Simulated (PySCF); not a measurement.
**Vibration and rotation of LaS**

UHF-CCSD(T) constants of LaS, doublet, about 0.1 electrons in the 4f shell (Mulliken) (basis La x2c-SVPall, S x2c-SVPall; spin-free X2C with a Gaussian nucleus; PySCF 2.14; masses 138.9063 and 31.9721 u):

* ωe: 453.0 cm⁻¹
* ωexe: 1.0 cm⁻¹
* Be: 0.11339 cm⁻¹
* αe: 0.000354 cm⁻¹

Problem. What force constant and bond length do these constants imply?

Solution. Reduced mass μred = 25.990 u; k = 5.8918×10⁻⁷·μred·ωe² (u, cm⁻¹, mdyn/Å) = 3.14 mdyn/Å; Re = √(16.8576/(μred·Be)) (u, cm⁻¹, Å) = 2.392 Å.

Problem. Estimate the centrifugal constant D from the Kratzer relation and find the Dunham coefficient a1.

Solution. D = 4Be³/ωe² = 2.84e-08 cm⁻¹; a1 = −1 − αeωe/(6Be²) = -3.08.

Correlated steps freeze 23 core orbitals. These are scalar-relativistic numbers at best; spin–orbit coupling would shift them, the dissociation energy most. The state is the lowest single determinant that the PBE0 search found; with open d or f shells the true ground state can be another one.
